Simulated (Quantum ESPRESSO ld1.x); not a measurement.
Task: Excited configurations of Rh IV: one electron is placed in a higher orbital outside [Kr] 4d5. The ground configuration is [Kr] 4d6. Calculated with ld1.x of Quantum ESPRESSO 7.5: non-relativistic Kohn-Sham, LDA (Slater exchange, VWN5 correlation), spin-polarised, spherical densities, point nucleus; open shells are filled with parallel spins first; relativity is left out, which matters for an element this heavy. Excitation = E - E(ground); binding = E(ion) - E, where the ion is the core of charge +4; n* = 4/sqrt(2 binding) in atomic units, and the quantum defect is n - n*.

outer orbital  excitation (eV)  binding (eV)     n*  quantum defect  eigenvalue (eV)  <r> (bohr)
4f                      29.600        16.015  3.687           0.313          -12.975       3.318
6s                      27.589        18.026  3.475           2.525          -16.155       4.687
6p                      30.085        15.530  3.744           2.256          -13.858       5.216
6d                      34.038        11.577  4.336           1.664          -10.256       6.545
6f                      38.275         7.340  5.446           0.554           -6.478       9.778
7s                      34.674        10.942  4.460           2.540           -9.854       7.656
7p                      35.889         9.726  4.731           2.269           -8.742       8.394
7d                      37.901         7.714  5.312           1.688           -6.906       10.16
7f                      40.282         5.333  6.389           0.611           -4.762       14.12

Estimate the row for 5f.

Result: excitation (eV) 34.965; binding (eV) 10.650; n* 4.521; quantum defect 0.479; eigenvalue (eV) -9.174; <r> (bohr) 6.168. The Delta-SCF ionisation energy is 45.615 eV (NIST Atomic Spectra Database: 42 eV, theoretical). Self-interaction in the functional shifts the binding energies and quantum defects, so they are the method's values and not measured ones. Relativity is left out here, which matters for elements this heavy. Open shells are spherical and high-spin; term and fine-structure splittings are not resolved.
